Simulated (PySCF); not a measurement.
# How methods differ on the excitation energy of V²⁺

V²⁺ [Ar] 3d3 (4F) → V²⁺ [Ar] 3d2 4s1 (4F), as a difference of total energies. All numbers are calculated (PySCF 2.14, the non-relativistic Hamiltonian (point nucleus), in aug-cc-pVTZ). Correlated levels: valence: [Ar] frozen. The calculations carry no spin-orbit coupling.

| method | excitation energy (eV) |
| --- | --- |
| UHF | 5.385 |
| MP2 (valence) | 5.586 |
| SCS-MP2 (valence) | 5.452 |
| CCSD (valence) | 5.609 |
| CCSD(T) (valence) | 5.610 |

Question: How much does correlation contribute at CCSD(T) (valence)?

Answer: 5.610 − (5.385) = 0.225 eV, measured against UHF.
